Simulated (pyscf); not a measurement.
# `[Cl][Ga][Cl]`, doublet

Gas-phase minimum from PySCF at ωB97X-D3(BJ)/def2-SVP, one conformer. 

SMILES: [Ga]([Cl])[Cl]
```xyz
3

Cl     1.2819    -1.3416    -0.2078
Ga     0.0163     0.0617    -1.2555
Cl    -0.3661     1.9706    -0.3181
```
Charge 0, spin multiplicity 2.

Bond lengths (Å): Cl1–Ga2 2.161, Ga2–Cl3 2.161. Angles (°): Cl1–Ga2–Cl3 117.8.

Properties at ωB97X-D3(BJ)/def2-SVP:

```yaml
harmonic_wavenumbers_unscaled: 121, 388, 438 cm⁻¹
zero_point_energy: 1.4 kcal/mol
rotational_symmetry_number: 2
Entropy of this conformer at 298 K and 1 atm, rigid rotor and harmonic oscillator, modes under 100 cm⁻¹ raised to 100: 301.6 J/(mol K)
dipole_moment: 1.86 D
Spin expectation value S2: 0.754
```

Single-point totals, which compare only within one level (frozen core for MP2 and CC):

```json
[
 {"level": "ωB97X-D3(BJ)/def2-TZVP", "total energy (hartree)": "-2845.33030"},
 {"level": "PBE/def2-TZVP", "total energy (hartree)": "-2844.69784"},
 {"level": "r²SCAN/def2-TZVP", "total energy (hartree)": "-2845.29458"},
 {"level": "B3LYP-D3(BJ)/def2-TZVP", "total energy (hartree)": "-2845.44755"},
 {"level": "PBE0-D3(BJ)/def2-TZVP", "total energy (hartree)": "-2844.81156"},
 {"level": "M06-2X/def2-TZVP", "total energy (hartree)": "-2845.33477"},
 {"level": "ωB97M-D3(BJ)/def2-TZVP", "total energy (hartree)": "-2845.48978"},
 {"level": "UHF/def2-TZVPP", "total energy (hartree)": "-2842.37490"},
 {"level": "MP2/def2-TZVPP", "total energy (hartree)": "-2842.94182"},
 {"level": "CCSD/def2-TZVPP", "total energy (hartree)": "-2842.96810"},
 {"level": "CCSD(T)/def2-TZVPP", "total energy (hartree)": "-2842.99456"}
]
```

The CCSD(T) − MP2 part came from Ansatz, without density fitting, on the same reference. The frozen core leaves the outer d or s,p core shells of the metals and heavy elements correlated in the MP2 and CC values, and def2-TZVPP describes them poorly, so these totals are far from the basis limit. Elements up to Kr have no core potential and no relativistic terms here.
